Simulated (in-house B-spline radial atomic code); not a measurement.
How numerical settings move a run on F³⁺, [He] 2s2 2p2. Computed with a B-spline radial code for spherical atoms: Dirac-Kohn-Sham LDA VWN5, spherical fractional occupations, Fermi nucleus of rms radius 2.8976 fm.

Command:
```bash
python run_scf.py task.json out
```
Settings of the sound reference run:
```
Z                9
electrons        6
configuration    [He] 2s2 2p2
hamiltonian      dirac
method           lda,vwn
spin_polarised   False
nucleus          fermi
rms_radius       2.8976
mass_number      19
atomic_mass      18.9984
speed_of_light   137.036
knot_spacing     0.22
spline_order     8
gauss_points     12
box_radius       16.22
max_iterations   70
damping          0.5
damped_steps     3
diis_vectors     10
tolerance        1e-08
start            Thomas-Fermi
```

Run time, properties included: 1.2 s on 1 thread of Arm Neoverse N1 (shared host).

It converges in 7 iterations to -94.824646 hartree, with 2p3/2 at -72.8224 eV. The other runs change the listed settings, some to values that make no sense; their results aren't properties of the atom or ion. Radii are in bohr (the nuclear one in fm), a minus after a letter asks for a j subshell, and «unchanged» means within 1e-8 hartree. The run stops when the residual is below 10 × tolerance × max(1, Z/10), or a noise floor if that is larger, and the energy moves by less than 1e-8 × √|E| hartree; so very loose and very tight tolerances often act alike.

| changed settings | outcome |
| --- | --- |
| knot_spacing = 2, box_radius = 32.44, max_iterations = 50, tolerance = 1e-13 | converged in 8 iterations, energy +5.30e+00 hartree from the reference, 2p3/2 level -5.0e+00 eV (the program warns: 2p3/2 reaches the box edge; 1s1/2 reaches the box edge) |
| spline_order = 10, max_iterations = 8, diis_vectors = 4 | converged in 7 iterations, energy unchanged |
| max_iterations = 2, tolerance = 0.0001 | not converged after 2 iterations, last residual 8.7e-02, last energy +1.25e-01 hartree from the reference |
| first_knot = 0.333 | converged in 8 iterations, energy +1.23e-01 hartree from the reference, 2p3/2 level +6.9e-01 eV |
| first_knot = 0.000111 | converged in 8 iterations, energy unchanged, 2p3/2 level -1.3e-05 eV |
| first_knot = 0.111 | converged in 8 iterations, energy +1.09e-02 hartree from the reference, 2p3/2 level +3.0e-02 eV |
| first_knot = 0.0333, max_iterations = 60, damping = 0.2, start = bare nucleus | converged in 8 iterations, energy +8.58e-04 hartree from the reference, 2p3/2 level +8.5e-04 eV |
| knot_spacing = 2, max_iterations = 100, damping = 0.8, diis_vectors = 0 | converged in 50 iterations, energy +3.02e+00 hartree from the reference, 2p3/2 level -1.7e+00 eV (the program warns: 1s1/2 reaches the box edge; 2s1/2 reaches the box edge) |
| gauss_points = 3 | converged in 7 iterations, energy +2.56e-06 hartree from the reference, 2p3/2 level +1.0e-05 eV |

Problem. What happens with electrons = 9, configuration = [He] 2s2 2p2 3s3, max_iterations = 100?

Solution. Stopped with error: shell 3s holds at most 2 electrons.

Problem. What happens with first_knot = 0.0111?

Solution. Converged in 8 iterations, energy +7.03e-05 hartree from the reference, 2p3/2 level +5.3e-05 eV.

Problem. What happens with electrons = 7, configuration = [He] 2s2 2p2 3s-1, max_iterations = 100?

Solution. Stopped with error: j subshells need the Dirac Hamiltonian and l > 0.

Problem. What happens with method = tpss,tpss?

Solution. Stopped with error: meta-GGAs are not served with the Dirac Hamiltonian.
